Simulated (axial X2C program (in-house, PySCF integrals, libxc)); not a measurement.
## InO⁻ along the bond: r2SCAN0, 2c

Computed with an axial X2C code built on PySCF integrals. Two-component (2c) means X2C with spin–orbit coupling and atomic mean-field two-electron Coulomb and Gaunt terms. Basis: In dyall-acv3z [12s13p10d5f1g], O dyall-av3z [7s6p3d2f] (cores contracted in-house); Gaussian nuclei, density fitting, unrestricted open shells. Masses: In 114.904 u, O 15.995 u.

State: Ω = 0 (closed shell). Dipoles are positive if O is the positive end and refer to the centre of mass.

Results along the bond:

```csv
R (Å),μ (D),HOMO (eV),LUMO (eV)
1.669,-2.232,-0.33,2.85
1.745,-2.917,-0.46,2.84
1.803,-3.408,-0.54,2.81
1.861,-3.884,-0.60,2.78
1.918,-4.346,-0.64,2.74
1.985,-4.869,-0.68,2.71
2.052,-5.377,-0.69,2.68
2.139,-6.006,-0.69,2.63
2.244,-6.740,-0.52,2.58
2.397,-7.734,-0.31,2.49
```

The state is a single determinant with fixed occupations, the lowest that a limited PBE0 search found. Closed shells are restricted here (equal orbitals for both partners); the stretched side of such a curve lies too high. The LUMO of an anion is an unbound level whose energy the basis sets.
